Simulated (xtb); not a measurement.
C₆H₁₂O₂, charge +1, quartet, geometry from GFN2-xTB of the parent state (a state made from the parent by changing its charge; the spin is typed, not shown lowest); GFN2-xTB (xtb 6.7.1).

Here is a job for xtb.
```
$ xtb mol.xyz --gfn 2 --chrg 1 --uhf 3 --json

# file mol.xyz
20

C     -3.89440677     0.59454652    -0.33914431
C     -2.68001968    -0.31588928    -0.20491072
C     -1.38482384     0.48734588    -0.11951388
C     -0.17218977    -0.42092200     0.01524335
O      1.00033746     0.39177182     0.08275542
C      2.16802990    -0.25184192     0.17766581
C      3.31561892     0.72248799     0.23727749
O      2.26799694    -1.44948390     0.20894184
H     -3.81830555     1.20228703    -1.23782775
H     -4.80696323     0.00670346    -0.39843415
H     -3.96943663     1.25962206     0.51805895
H     -2.78316202    -0.93130463     0.69123698
H     -2.63196905    -0.98823606    -1.06403610
H     -1.41976689     1.15834622     0.74057834
H     -1.26798427     1.09989802    -1.01525903
H     -0.23298041    -1.03303909     0.92249391
H     -0.08587689    -1.09870449    -0.84185072
H      3.18703026     1.38072010     1.09268432
H      3.31828247     1.33210993    -0.66271262
H      4.25120428     0.17893113     0.32178314
```

Output, abridged:

```
   ID    Z sym.   atoms
    1    6 C      1-4, 6, 7
    2    8 O      5, 8
    3    1 H      9-20

           -------------------------------------------------
          |                Calculation Setup                |
           -------------------------------------------------

           -------------------------------------------------
          |                 G F N 2 - x T B                 |
           -------------------------------------------------

          ...................................................
          :                      SETUP                      :
          :.................................................:
          :  # basis functions                  44          :
          :  # atomic orbitals                  44          :
          :  # shells                           28          :
          :  # electrons                        47          :
          :  max. iterations                   250          :
          :  Hamiltonian                  GFN2-xTB          :
          :  restarted?                      false          :
          :  GBSA solvation                  false          :
          :  PC potential                    false          :
          :  electronic temp.          300.0000000     K    :
          :  accuracy                    1.0000000          :
          :  -> integral cutoff          0.2500000E+02      :
          :  -> integral neglect         0.1000000E-07      :
          :  -> SCF convergence          0.1000000E-05 Eh   :
          :  -> wf. convergence          0.1000000E-03 e    :
          :  Broyden damping             0.4000000          :
          :  net charge                          1          :
          :  unpaired electrons                  3          :
          ...................................................

 iter      E             dE          RMSdq      gap      omega  full diag
   1    -26.6520213 -0.266520E+02  0.307E+00    5.44       0.0  T
   2    -26.6099603  0.420610E-01  0.279E+00    4.58       1.0  T
   3    -26.6522786 -0.423183E-01  0.166E+00    4.58       1.0  T
   4    -26.6678882 -0.156096E-01  0.139E+00    5.04       1.0  T
   5    -26.6989054 -0.310172E-01  0.565E-01    4.83       1.0  T
   6    -26.7025055 -0.360012E-02  0.243E-01    4.75       1.0  T
   7    -26.6985096  0.399589E-02  0.408E-01    4.74       1.0  T
   8    -26.6980474  0.462288E-03  0.398E-01    4.73       1.0  T
[...]
         :: total energy             -26.384958669565 Eh    ::
[...]
 ---------------------------------------------------------------------------
     1   6 C    3.928 --     2 C    1.053    10 H    0.975     9 H    0.907
                            11 H    0.906
     2   6 C    3.945 --     1 C    1.053     3 C    1.032    12 H    0.881
                            13 H    0.880
     3   6 C    3.968 --     2 C    1.032     4 C    1.032    14 H    0.885
                            15 H    0.885
     4   6 C    3.907 --     3 C    1.032     5 O    1.009    17 H    0.877
                            16 H    0.875
     5   8 O    2.248 --     4 C    1.009     6 C    0.971
     6   6 C    3.355 --     8 O    1.530     5 O    0.971     7 C    0.792
     7   6 C    3.869 --    20 H    0.974    18 H    0.927    19 H    0.927
                             6 C    0.792     8 O    0.191
     8   8 O    1.889 --     6 C    1.530     7 C    0.191
     9   1 H    0.957 --     1 C    0.907
    10   1 H    0.987 --     1 C    0.975
    11   1 H    0.957 --     1 C    0.906
    12   1 H    0.954 --     2 C    0.881
    13   1 H    0.954 --     2 C    0.880
    14   1 H    0.963 --     3 C    0.885
    15   1 H    0.963 --     3 C    0.885
    16   1 H    0.954 --     4 C    0.875
    17   1 H    0.955 --     4 C    0.877
    18   1 H    0.978 --     7 C    0.927
    19   1 H    0.978 --     7 C    0.927
    20   1 H    0.986 --     7 C    0.974
 ---------------------------------------------------------------------------

Topologies differ in total number of bonds
Writing topology from bond orders to xtbtopo.mol

molecular dipole:
                 x           y           z       tot (Debye)
 q only:       -2.284       0.879      -0.200
   full:       -2.185       0.884      -0.191       6.011
molecular quadrupole (traceless):
                xx          xy          yy          xz          yz          zz
 q only:       28.329       5.217     -14.148       3.282       0.331     -14.181
  q+dip:       25.368       6.278     -14.894       2.716       0.530     -10.473
   full:       26.890       6.475     -15.148       2.932       0.513     -11.741

           -------------------------------------------------
          | TOTAL ENERGY              -26.384958669565 Eh   |
          | GRADIENT NORM               0.203461187346 Eh/α |
          | HOMO-LUMO GAP               4.729967514215 eV   |
           -------------------------------------------------

normal termination of xtb
```
